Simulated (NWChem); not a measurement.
HgCl₂; SMILES [Cl][Hg][Cl]

All runs: NWChem. def2 effective core potentials on Hg; no spin-orbit coupling. Each level has its own optimisation; frequencies are unscaled.

```
level                                 r Cl–Hg (Å)  highest harmonic frequency (cm⁻¹)  lowest (cm⁻¹)  zero-point energy (kcal/mol)
------------------------------------  -----------  ---------------------------------  -------------  ----------------------------
BLYP/def2-SVP                               2.331                                371             91                           1.2
LDA (Slater exchange, VWN5)/def2-SVP        2.259                                413            102                           1.4
PBE0/def2-SVP                               2.282                                402             99                           1.4
```
